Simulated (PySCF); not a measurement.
Members of one series of related molecules.

All values: PBE0/pcSseg-1 (PySCF) at GFN2-xTB geometries, gas phase, one conformer each.

(1) Rank by LUMO energy, lowest first.
A. `CC(=O)c1cnnnc1C`
B. `CC1=C(C=O)C=NN=N1`
C. `n1nncc(C)c1C`

(2) Rank by dipole moment, lowest first.
A. `[CH3:1][C:2](=[O:3])[c:4]1[cH:5][n:6][n:7][n:8][c:9]1[CH3:10]` with C1–C2–C4–C5 25°
B. `[CH3:1][c:2]1[n:3][n:4][n:5][cH:6][c:7]1[CH:8]([CH3:9])[CH3:10]` with C6–C7–C8–C9 -61°
C. `[CH3:1][c:2]1[n:3][n:4][n:5][cH:6][c:7]1[CH:8]=[O:9]` with C6–C7–C8–O9 180°
D. `Cc1cnnnc1C` (4,5-dimethyl-1,2,3-triazine)

(3) Rank by the highest Hirshfeld charge on any atom, lowest value first.
A. `Cc1nnncc1C(C)C`
B. `CC(=O)C1=C(C)N=NN=C1`
C. `Cc1nnncc1C=O`

Results:

(1) B (-3.19 eV), A (-2.83 eV), C (-1.54 eV).

(2) C (3.13 D), A (4.15 D), D (5.95 D), B (6.12 D).

(3) A (+0.074 e), C (+0.131 e), B (+0.171 e).

All values together:

```
         SMILES  formula  μ (D)  HOMO (eV)  LUMO (eV)  lowest IAO charge (e)  highest IAO charge (e)  lowest Hirshfeld charge (e)  highest Hirshfeld charge (e)
   Cc1nnncc1C=O  C5H5N3O   3.13      -7.39      -3.19             -0.437 (C)              +0.249 (C)                   -0.187 (O)                    +0.131 (C)
     Cc1cnnnc1C   C5H7N3   5.95      -6.89      -1.54             -0.439 (C)              +0.177 (H)                 -0.115 (N/C)                    +0.075 (C)
CC(=O)c1cnnnc1C  C6H7N3O   4.15      -7.23      -2.83             -0.481 (C)              +0.380 (C)                   -0.199 (O)                    +0.171 (C)
 Cc1nnncc1C(C)C  C7H11N3   6.12      -6.83      -1.53             -0.439 (C)              +0.176 (H)                 -0.116 (C/N)                    +0.074 (C)
```

Conformers: `[CH3:1][c:2]1[n:3][n:4][n:5][cH:6][c:7]1[CH:8]=[O:9]` with C6–C7–C8–O9 180°; `[CH3:1][C:2](=[O:3])[c:4]1[cH:5][n:6][n:7][n:8][c:9]1[CH3:10]` with C1–C2–C4–C5 25°; `[CH3:1][c:2]1[n:3][n:4][n:5][cH:6][c:7]1[CH:8]([CH3:9])[CH3:10]` with C6–C7–C8–C9 -61°.
